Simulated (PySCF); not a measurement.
## UHF on O²⁺ (oxygen, charge +2)

Configuration: [He] 2s2 2p2, high-spin 3P determinant. Computed with PySCF 2.14 in cc-pVTZ, with the non-relativistic Hamiltonian (point nucleus).

- Total energy: -73.100027 hartree
- One-electron energy: -92.6175 hartree
- Hartree (Coulomb) energy: 26.8569 hartree
- Exchange energy: -7.3394 hartree
- Kinetic energy: 73.10315 hartree
- ⟨S²⟩: 2.0048
- ⟨L²⟩: 2.008
- Sum of ⟨r⟩: 4.438 bohr
- Sum of ⟨r²⟩: 5.066 bohr²
- Traceless quadrupole moment −½Σ⟨3z² − r²⟩ along its main axis: 0.481 e·bohr²
- Density at the nucleus (Gaussians lack the cusp): 304 bohr⁻³
- Spin density at the nucleus: 0.0822 bohr⁻³
- Langevin diamagnetic susceptibility: -4.01 ×10⁻⁶ cm³/mol
- Time after the integrals: 0.07 s of wall time on 1 thread of Intel(R) Xeon(R) Platinum 8375C CPU @ 2.90GHz (shared host)

```csv
shell,electrons,mean orbital energy (hartree),"rms radius, mean of both spins (bohr)"
1s α,1,-22.31266,0.230
1s β,1,-22.20683,0.230
2s α,1,-2.67354,1.13
2s β,1,-2.29187,1.13
2p α,2,-2.04882,1.10
```
